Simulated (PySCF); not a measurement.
**Ionising GeH**

PBEsol; Ge pcseg-1, H pcseg-1; no relativity (PySCF 2.14). Neutral (UKS): doublet (π ↑), Re = 1.618 Å, ωe = 1836 cm⁻¹, De = 3.00 eV, HOMO -4.30 eV, LUMO -4.18 eV.

GeH⁺ (UKS): singlet (closed shell), Re = 1.608 Å, ωe = 1936 cm⁻¹, De = 3.15 eV to Ge⁺ + H. The energies at the minima are -2075.47963 hartree for GeH and -2075.19284 for GeH⁺.

(1) Work out the adiabatic ionisation energy, without and with harmonic zero-point energies (1 hartree = 27.2114 eV, 1 eV = 8065.5 cm⁻¹), and the change of the bond length.

For an ion De counts to the pair picked by the measured ionisation energies or electron affinities, which need not be the lowest pair at this level. States were picked by a PBE0 search and need not be the measured ground states.

Results:

(1) At PBEsol: 0.28679 hartree = 7.804 eV between the minima; the zero-point term (1936.0 − 1836.0)/2 cm⁻¹ = +0.006 eV makes it 7.810 eV. Re changes by -1.0 pm against the neutral. The electron leaves a π orbital, which is non-bonding in a hydride.
